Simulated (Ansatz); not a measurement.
`C[N]([AlH2])[AlH2]` + `CC(N)=S` → `CC(=S)[NH][AlH2]` + `C[NH][AlH2]`  (ligand exchange at the Al–N bond)

Calculated with Ansatz (gas phase, PBE0-D4/def2-TZVP geometries, no zero-point term in ΔE). CCSD(T)/CBS adds triple-zeta CCSD(T) − MP2 to the extrapolated MP2 energy (def2 sets, frozen cores). DFT in def2-TZVPP. B3LYP here is the variant with VWN-RPA as its local correlation; programs differ in this. Each species was taken in one conformer, which may not be the lowest.

| level | ΔE (kcal/mol) |
| --- | --- |
| B3LYP | -2.1 |
| MP2/def2-QZVPP | -1.6 |
| SCS-MP2/def2-QZVPP | -1.9 |
| HF/CBS(def2) | -2.2 |

**Question.** What does CCSD(T)/CBS give? (Estimate.)

**Answer.** The calculation gave: -1.9 kcal/mol. The listed levels differ from it by -0.2, 0.3, 0.0, -0.3 kcal/mol.

Largest T1 diagnostic among the species: 0.017.
